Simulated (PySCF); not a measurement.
# Static response to an electric field

Species: C4H9NOSi2.
Structure used (GFN2-xTB), in Å, numbered top down from 1:
```
atom  x, y, z in Å
N1     2.395   -0.036    1.956
C2     1.888    0.221    0.961
C3     1.234    0.543   -0.269
C4     0.639   -0.730   -0.903
C5    -0.336   -1.469    0.022
Si6   -1.932   -0.482    0.344
O7    -1.482    1.095    0.355
Si8   -0.109    1.892    0.038
H9     1.999    0.944   -0.943
H10    1.461   -1.405   -1.166
H11    0.131   -0.453   -1.831
H12    0.175   -1.678    0.965
H13   -0.565   -2.439   -0.421
H14   -2.513   -0.722    1.658
H15   -2.870   -0.591   -0.773
H16    0.190    2.701    1.209
H17   -0.313    2.619   -1.212
```

Level: B3LYP/def2-SVPD (PySCF), static field, nuclei fixed, core orbitals frozen in the response. The polarisability tensor in these axes (au):

```
x   101.62  -0.33   5.87
y    -0.33  95.15  -1.59
z     5.87  -1.59  94.49
```

Diagonalise the tensor; give its mean and Δα, where Δα² is half the sum of the squared differences of the eigenvalues.

Principal values 90.83, 95.39 and 105.04 au; mean 97.09 au = 14.39 Å³ = 16.01 × 10⁻⁴⁰ C²·m²/J; Δα = 12.57 au (13 % of the mean).

What is the dipole moment, and where does it point?

(-1.31, -0.19, -3.54) D, 3.78 D in size, pointing from the negative to the positive side. Measured along this direction, the outermost atoms are N1 at the negative end and H15 and H11 at the positive end.

Refractivity n − 1 of an ideal gas of it at 350 K and 1 atm, from the electronic α?

N = p/kT = 2.0968 × 10¹⁹ cm⁻³, so n − 1 = 2π × N × 14.39 × 10⁻²⁴ cm³ = 1895 × 10⁻⁶ at long wavelengths, for an ideal gas.

How large is μ²/3kT at 298 K beside α?

In Gaussian units μ²/3kT = 116.05 Å³ against 14.39 Å³, a ratio of 8.07; the Debye molar polarisation (4π/3)N_A(α + μ²/3kT) is 329.0 cm³/mol, leaving out the vibrational part.

Find the Langevin capture rate constant for NH4+ (18.034 u) meeting this molecule (143.022 u), k = 2.342 × 10⁻⁹ cm³/s × √(α in Å³ / reduced mass in u).

The reduced mass is 16.01 u, so k = 2.22 × 10⁻⁹ cm³/s. The formula leaves out the permanent dipole, which adds to the capture rate.

Geometry: GFN2-xTB, one conformer, isolated molecule.

These values come from a run that also computed excited states. On Intel Xeon at 2.50 GHz, one thread, no GPU, shared host with 64 logical CPUs at a one-minute load of 59, this took 2.3 min of wall time and 0.92 GiB of memory at its peak.
